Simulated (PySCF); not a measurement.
Gas-phase reaction: 2 GeF4 → 2 GeF3 + F2

Method: PySCF energies plus ideal-gas RRHO corrections (1 bar). † marks an energy on the PBE0/def2-TZVP geometry and frequencies; other levels use their own. MP2 freezes the core. 6-31G* has spherical d functions here. Open shells (unrestricted): GeF3 (multiplicity 2); the rest are closed-shell singlets. B3LYP is the form with VWN-RPA correlation. Ge: all electrons, no relativistic terms. GeF3: computed as isolated molecules; such fragments, hydroxides, amides, oligomers or adducts are transient or little studied in the gas. MP2 isn't extrapolated to the basis-set limit.

| level | ΔH°(298 K), kJ |
|---|---|
| B3LYP/6-31G* | [?] |
| B3LYP/def2-TZVP† | [?] |
| HF/6-31G* | 888 |
| HF/def2-TZVP† | 921 |
| MP2/def2-TZVPP† | 966 |
| PBE/def2-SVP | 817 |
| PBE0/def2-SVP† | [?] |
| PBE0/def2-TZVP | [?] |
| ωB97M-V/def2-TZVP† | 892 |

Task: What belongs in the gaps?

Result: 
- B3LYP/6-31G*, ΔH°(298 K), kJ: 835
- B3LYP/def2-TZVP†, ΔH°(298 K), kJ: 854
- PBE0/def2-SVP†, ΔH°(298 K), kJ: 868
- PBE0/def2-TZVP, ΔH°(298 K), kJ: 875
